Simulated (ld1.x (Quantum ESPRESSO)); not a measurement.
## What one change does to a pseudopotential (C (Z = 6), TM)

ld1.x (Quantum ESPRESSO) 7.5 input, shortened:

```
&input
   title='C', zed=6., rel=1, dft='PW91', iswitch=3,
   config='[He] 2s2 2p1.5 3d-2'
 /
 &inputp
   pseudotype=2, tm=.true., lloc=1,
   nlcc=.false.
 /
3
2S  1  0   2.00   0.00  1.10  1.10  0.0
3D  3  2  -2.00   0.35  2.10  2.10  0.0
2P  2  1   1.50   0.00  1.90  1.90  0.0
 &test
   configts(1)='2s2 2p1.5'
 /
```

All-electron outer shells of the reference configuration (PW91, scalar-relativistic, ld1.x):

| shell | level (eV) | outermost node (bohr) | outermost maximum (bohr) |
| --- | --- | --- | --- |
| 2s | -19.43 | 0.38 | 1.20 |
| 2p | -10.79 | – | 1.16 |

Change: wave 2p (bound): rc 1.90 bohr becomes 2p (bound): rc 2.46 bohr.

Cutoffs: the cutoffs (Ry, on a coarse ladder) from which the occupation-weighted sum of valence levels, in a spherical-Bessel basis at the reference potential, stays within 10 and 1 mRy of its value at 400 Ry; they do not see the model core or the augmentation charge, which bear on the density cutoff. Errors are all-electron minus pseudo energies relative to the spin-unpolarised reference configuration.

Problem. Predict the effect on cutoff, ghosts and configuration errors.

Solution. The potential gets neither clearly harder nor softer (35 Ry and 90 Ry → 35 Ry and 90 Ry); the s channel sets the loose cutoff, while the largest relative change is in p, which becomes softer; of the 7 tests that both files solve, the error grows in 7 and shrinks in 0 by more than 15 % and 0.3 meV (median size 16.9 → 32.2 meV); neither file shows a bound ghost. More of the atom is replaced by a form fitted at one configuration, so other configurations suffer.

| quantity | base | changed |
| --- | --- | --- |
| cutoff, loose | 35 Ry | 35 Ry |
| cutoff, tight | 90 Ry | 90 Ry |
| loose cutoff by channel (10 mRy a level) | s 30 Ry, p 30 Ry | s 30 Ry, p 18 Ry |
| bound ghosts | none | none |
| error for 2s2 2p2, meV [ΔE -3.99 eV] | +0.8 | +2.1 |
| error for 2s2 2p1, meV [ΔE 6.93 eV] | +6.2 | +18 |
| error for 2s2 2p0, meV [ΔE 31.17 eV] | +174 | +416 |
| error for 2s0 2p4, meV [ΔE 12.96 eV] | +33 | +38 |
| error for 2s1 2p3, meV [ΔE 4.47 eV] | +18 | +32 |
| error for 2s1 2p2, meV [ΔE 15.67 eV] | -17 | -66 |
| error for 2s2 2p2.3, meV [ΔE -5.17 eV] | -0.1 | -0.9 |
